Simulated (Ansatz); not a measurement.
Molecule: CdSe, charge 0, multiplicity 1. 
Coordinates optimised at B3LYP-D3(BJ)/def2-TZVP (Ansatz, a program for electronic structure):
```
Cd
Se 1 2.3922
```
Charge 0, spin multiplicity 1.

CCSD(T) with Ansatz in growing basis sets, 18 correlated electrons. Cores are frozen in the correlated levels unless marked. Open shells are spin-unrestricted. Spin-orbit coupling is left out. Frozen are the shells of the preceding noble gas and the d and f shells that filled before the atom's block. Past Kr the def2 sets carry scalar-relativistic core potentials. Costs are ratios of core time to the smallest set, on shared machines of one kind, and rough; they hold the program's checks for lower states.

```
basis        functions  cost over smallest  E(corr) (Eh)  electronic atomisation energy (kcal/mol)
-----------  ---------  ------------------  ------------  ----------------------------------------
def2-SVPD           75                  1×       -0.4175                                      13.3
def2-TZVPPD        113                  2×       -0.5953                                      16.1
def2-QZVPPD        186                 10×             ?                                         ?
```

Task: What does the step to def2-QZVPPD buy, and how does its cost grow by formal scaling?

Result: Formally CCSD grows as o²v⁴ and (T) as o³v⁴; with o = 9 and v going from 86 to 159 both grow 12-fold in the last step, while integrals and the mean field grow more slowly. That step adds 50.3 mEh of correlation energy and 2.9 kcal/mol to the atomisation energy. Row: E(corr) (Eh) -0.6456, electronic atomisation energy (kcal/mol) 19.0.
